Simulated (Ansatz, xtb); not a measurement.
Two isomers of ClGeH5SSi

Structure I is `[SiH3][Ge@@H]([SH])[Cl]`, a singlet and structure II is `S[Si@@H](Cl)[GeH3]`, a singlet. Both are isolated molecules in the gas phase, relaxed with PBE0-D3(BJ)/def2-SVP; the shapes shown needn't be the lowest conformers.

I (Å):

```xyz
9

Cl   -1.6589   -0.7701   -2.5984
Ge   -1.1341   -1.8799   -0.7966
S    -2.9620   -2.4120    0.3458
Si    0.2630   -0.4233    0.4625
H     0.7327   -1.1238    1.6945
H    -0.5671    0.7593    0.8374
H     1.4286    0.0076   -0.3630
H    -0.5496   -3.2245   -1.2549
H    -3.1855   -1.1481    0.7677
```

II (Å):

```yaml
atoms:
  - { symbol: Cl, position_ang: [-1.8011, 1.1324, 0.4607] }
  - { symbol: Ge, position_ang: [0.6619, -1.2767, -0.6080] }
  - { symbol: S, position_ang: [-2.2155, -2.2112, 1.4064] }
  - { symbol: Si, position_ang: [-1.6281, -0.8535, -0.1380] }
  - { symbol: H, position_ang: [-3.5350, -1.9278, 1.3225] }
  - { symbol: H, position_ang: [-2.5247, -1.0086, -1.3179] }
  - { symbol: H, position_ang: [1.1626, -0.2500, -1.6372] }
  - { symbol: H, position_ang: [0.8451, -2.6971, -1.1701] }
  - { symbol: H, position_ang: [1.4707, -1.1308, 0.6913] }
```

Quicker runs give these differences E(II) − E(I): GFN2-xTB +14.7 kcal/mol; HF/STO-3G −3.4 kcal/mol (at GFN2-xTB geometries); r2SCAN-D4/def2-SVP −6.1 kcal/mol (at GFN2-xTB geometries).

Estimate E(II) − E(I) at the level CCSD(T)/def2-SVP + ΔMP2/def2-TZVPP.

Calculated at CCSD(T)/def2-SVP + ΔMP2/def2-TZVPP: E(II) − E(I) = −5.8 kcal/mol, so structure II lies lower.

Level by level:

```csv
level,geometry,E(II) − E(I) (kcal/mol),departure from the last row (kcal/mol),"job, with rough time for the two"
GFN2-xTB,GFN2-xTB,+14.7,+20.5,"optimisation, 0.28 s"
HF/STO-3G,GFN2-xTB,−3.4,+2.4,"single point, 0.86 s"
r2SCAN-D4/def2-SVP,GFN2-xTB,−6.1,−0.3,"single point, 4.3 s"
PBE0-D3(BJ)/def2-SVP,PBE0-D3(BJ)/def2-SVP,−5.6,+0.2,"optimisation, 2.4 min"
HF/def2-SVP,PBE0-D3(BJ)/def2-SVP,−3.8,+1.9,part of the CCSD(T) run
MP2/def2-SVP,PBE0-D3(BJ)/def2-SVP,−5.5,+0.2,part of the CCSD(T) run
CCSD(T)/def2-SVP,PBE0-D3(BJ)/def2-SVP,−5.0,+0.8,single point
CCSD(T)/def2-SVP + ΔMP2/def2-TZVPP,PBE0-D3(BJ)/def2-SVP,−5.8,,"single point, 32 s"
```

As drawn, II has 1 S–Si, 1 Cl–Si, 2 Ge–H in place of 1 Ge–S, 1 Cl–Ge, 2 Si–H.

GFN2-xTB puts the two in the other order. The largest departure from CCSD(T)/def2-SVP + ΔMP2/def2-TZVPP is that of GFN2-xTB, 20.5 kcal/mol. The last row adds to CCSD(T) the change of the MP2 difference between the two basis sets, here −0.8 kcal/mol.

With thermal terms from frequencies at re-optimised GFN2-xTB minima (ideal gas, soft modes damped towards free rotors, one conformer each, 298.15 K, 1 atm): on the last row, ΔE + ΔZPE = −5.1, ΔH = −5.3, ΔG = −5.0 kcal/mol.

The correlated steps freeze 24 core orbitals; the filled d shell of Ge is correlated, in a basis made for valence electrons. Run with Ansatz 0.2.0, xtb 6.7.1; the last row on 2 threads of Intel(R) Xeon(R) Platinum 8259CL CPU @ 2.50GHz (Skylake/Cascade Lake) on a shared host.
